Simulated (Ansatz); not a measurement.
C₂H₈AlB, SMILES `B[CH2][AlH][CH3]` at its PBE0-D4/def2-TZVP geometry, where that method's forces vanish. The species carries charge 0 and has multiplicity 1.

| atom | x (Å) | y (Å) | z (Å) |
| --- | --- | --- | --- |
| B1 | 0.4818 | 0.9628 | 1.6542 |
| C2 | 0.7292 | -0.4582 | 1.2234 |
| Al3 | 0.5273 | -0.3350 | -0.7555 |
| C4 | -1.2354 | -0.2273 | -1.5712 |
| H5 | -0.6369 | 1.3720 | 1.8090 |
| H6 | 1.3894 | 1.7435 | 1.7504 |
| H7 | 1.7335 | -0.8685 | 1.3505 |
| H8 | -0.0617 | -1.1853 | 1.4433 |
| H9 | 1.8445 | -0.4178 | -1.6381 |
| H10 | -1.3934 | -1.0367 | -2.2914 |
| H11 | -1.3324 | 0.7076 | -2.1352 |
| H12 | -2.0459 | -0.2572 | -0.8393 |

(1) For each bond, give half the difference of the two atoms' forces along it (eV/Å; positive pushes the atoms apart) under PBE-D4, r2SCAN-D4, B3LYP-D4, ωB97M-V in def2-TZVPP. (An estimate is asked.)

Answers

(1) Computed: 
```
  bond  length (Å)  PBE-D4  r2SCAN-D4  B3LYP-D4  ωB97M-V
 B1–C2       1.505   -0.02       0.03      0.10     0.10
 B1–H5       1.201    0.05      -0.03     -0.10    -0.10
 B1–H6       1.201    0.05      -0.03     -0.10    -0.11
C2–Al3       1.993    0.07       0.01      0.06     0.04
 C2–H7       1.092    0.10      -0.01     -0.05    -0.06
 C2–H8       1.097    0.12       0.00     -0.05    -0.06
Al3–C4       1.945   -0.04      -0.03      0.07     0.04
Al3–H9       1.588    0.04      -0.02     -0.14    -0.15
C4–H10       1.095    0.12       0.00     -0.04    -0.05
C4–H11       1.096    0.13       0.00     -0.04    -0.05
C4–H12       1.092    0.10      -0.01     -0.04    -0.04
```

B3LYP here is the variant with VWN-RPA as its local correlation; programs differ in this.
